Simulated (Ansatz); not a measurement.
Results of the Gaussian-basis code of Ansatz.

A structure relaxed at PBE0-D4/def2-TZVP, charge 0, multiplicity 2:

Cartesian coordinates in Å:
```
C 0.123 2.496 -0.651
C -0.013 1.326 -0.928
Si -0.008 -0.436 -1.378
O -0.363 -1.387 -0.092
C 0.166 -1.225 1.206
H 0.227 3.529 -0.410
H -1.028 -0.727 -2.415
H 0.082 -0.187 1.545
H 1.218 -1.524 1.242
H -0.403 -1.865 1.882
```

Give its formula and SMILES.

C3H5OSi, `C#C[SiH]OC`.

Summarise the bond lengths by kind.

1 × C–C 1.210 Å; 4 × C–H 1.066 to 1.095 Å; 1 × C–Si 1.818 Å; 1 × O–Si 1.639 Å; 1 × H–Si 1.483 Å; 1 × C–O 1.411 Å.
